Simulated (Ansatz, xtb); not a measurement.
Relative energy of two isomers of C3H9BGe

Structure X: `B[C@@H]1C[C@@H]1[GeH3]`, a singlet. Structure Y: `B[C]1([GeH3])CC1`, a singlet. Both are isolated molecules in the gas phase, relaxed with B3LYP/def2-SVP; the shapes shown needn't be the lowest conformers.

X (Å):

```xyz
14

C    -0.4329    0.0035    2.8045
C    -1.5980    0.9754    2.5027
C    -0.5623    0.7557    1.4609
B    -0.7997   -1.4752    2.9690
Ge   -0.9435   -0.1230   -0.2547
H    -1.5927   -1.9889    2.2143
H    -0.3357   -2.1446    3.8612
H     0.3244    0.4305    3.4710
H    -1.5961    1.9135    3.0659
H    -2.5942    0.5452    2.3605
H     0.1724    1.5629    1.3614
H    -0.9154    0.9517   -1.3652
H     0.1234   -1.1928   -0.5728
H    -2.3375   -0.7807   -0.2359
```

Y (Å):

```xyz
14

C    -1.2134   -0.0248    1.7188
C    -1.2340   -1.5255    1.9166
C    -1.2942   -0.9451    0.5201
B    -2.3034    0.9635    2.1775
Ge    0.5415    0.8638    2.0149
H    -2.6598    0.9957    3.3338
H    -2.7600    1.7804    1.4099
H     1.6055   -0.1539    1.5479
H     0.7631    1.1943    3.5056
H     0.6666    2.1580    1.1840
H    -2.1435   -1.9734    2.3314
H    -0.3177   -2.0507    2.2083
H    -2.2449   -0.9957   -0.0216
H    -0.4181   -1.0819   -0.1236
```

Energies in hartree; the thermal terms are from GFN2-xTB frequencies at re-optimised GFN2-xTB minima (ideal gas, soft modes damped towards free rotors, one conformer each, 298.15 K, 1 atm) and include the zero-point energy:

```
                               X            Y
E, CCSD(T)/def2-SVP  −2219.284711  −2219.280278
    E, MP2/def2-SVP  −2219.205203  −2219.200730
  E, MP2/def2-TZVPP  −2219.758043  −2219.753338
  zero-point energy      0.102697      0.101704
       H(298 K) − E      0.111080      0.110542
       G(298 K) − E      0.071106      0.069424
```

Task: Correct the CCSD(T) difference for the basis set by the MP2 change, then work out ΔE, ΔE₀, ΔH and ΔG for X → Y in kJ/mol (1 Eh = 2625.50 kJ/mol) and the equilibrium ratio [Y]/[X].

Result: 1. Differences Y − X: CCSD(T) +0.004433, MP2 in the small set +0.004473, MP2 in the large set +0.004705 Eh.
2. ΔE = +0.004433 + (+0.004705 − (+0.004473)) = +0.004665 Eh = +12.25 kJ/mol.
3. ΔE₀ = ΔE + ΔZPE = +0.004665 + (−0.000993) Eh = +9.64 kJ/mol.
4. ΔH = ΔE + (−0.000538) Eh = +10.84 kJ/mol.
5. ΔG = ΔE + (−0.001682) Eh = +7.83 kJ/mol, so ΔS = (ΔH − ΔG)/T = +10.1 J/(mol K).
6. kT = 0.9442 mEh, so K = [Y]/[X] = exp(−ΔG/kT) = exp(−3.16) ≈ 0.042.

Structure X is favoured at this temperature. An error of 4 kJ/mol in ΔG would change K by a factor of 5. Mirror images and further conformers aren't counted.

As drawn, both hold the same kinds of bond in the same numbers.

Other levels gave ΔE = +11.2 (GFN2-xTB); +18.4 (HF/STO-3G, GFN2-xTB geometries); +12.1 (r2SCAN-D4/def2-SVP, GFN2-xTB geometries); +13.4 (B3LYP/def2-SVP); +14.1 (HF/def2-SVP); +11.7 (MP2/def2-SVP); +11.6 (CCSD(T)/def2-SVP) kJ/mol. The correlated steps freeze 13 core orbitals; the filled d shell of Ge is correlated, in a basis made for valence electrons. Programs: Ansatz 0.2.0, xtb 6.7.1.
